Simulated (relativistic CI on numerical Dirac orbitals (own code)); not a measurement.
## Br18+: q coefficients and field-shift factors

Calculated at this level of theory: Dirac-Coulomb-Breit CI, KLI orbitals optimised for each configuration, derivatives by finite differences, unscaled Slater integrals, QED left out (own radial code, finite nucleus).

CI space (outside the closed core [Ne]): 3s²3p⁵, 3s3p⁶, 3s²3p⁴3d, 3s3p⁵3d, 3p⁶3d, 3s3p⁴3d², 3p⁵3d², 3p⁴3d³. Double excitations out of closed p, d and f shells are left out; levels of such configurations are missing from the list, as are those of other unlisted configurations, and high levels can miss mixing partners.

With x = (α/α₀)² − 1 an excitation energy changes as ω = ω₀ + qx; K = 2q/ω₀ is the relative enhancement. Terms are leading LS components, so labels can repeat. The field-shift factor is F = δν/δ⟨r²⟩ for the transition from the lowest level.

Lowest level 3s²3p⁵ ²P°3/2.

| Level | ω₀ (cm⁻¹) | q (cm⁻¹) | F (GHz/fm²) |
| --- | --- | --- | --- |
| 3s²3p⁵ ²P°1/2 | 75855 | 78760 | -0.617 |
| 3s3p⁶ ²S1/2 | 507394 | 87520 | -55.6 |
| 3s²3p⁴3d ⁴D5/2 | 646608 | 24370 | 0.411 |
| 3s²3p⁴3d ⁴D3/2 | 648867 | 21900 | 0.373 |
| 3s²3p⁴3d ⁴D7/2 | 653249 | 34200 | 0.461 |
| 3s²3p⁴3d ⁴D1/2 | 658171 | 28870 | 0.332 |
| 3s²3p⁴3d ⁴F9/2 | 693798 | 23220 | 0.662 |
| 3s²3p⁴3d ⁴F7/2 | 703469 | 16570 | 0.527 |
| 3s²3p⁴3d ²P1/2 | 711625 | 67190 | -0.0584 |
| 3s²3p⁴3d ²D3/2 | 718773 | 29080 | 0.178 |
| 3s²3p⁴3d ⁴P1/2 | 724860 | 41150 | -1.1 |
| 3s²3p⁴3d ⁴F5/2 | 736349 | 66070 | 0.138 |
| 3s²3p⁴3d ²P3/2 | 736672 | 77160 | -0.0947 |

At this charge energies of transitions that change n are usually good to better than 1 %, and those within a shell (Δn = 0) to a few per cent.

(1) Which transition from the lowest level has the largest |K|?

## Answers

(1) 3s²3p⁵ ²P°1/2 at 75855 cm⁻¹, K = 2.08.
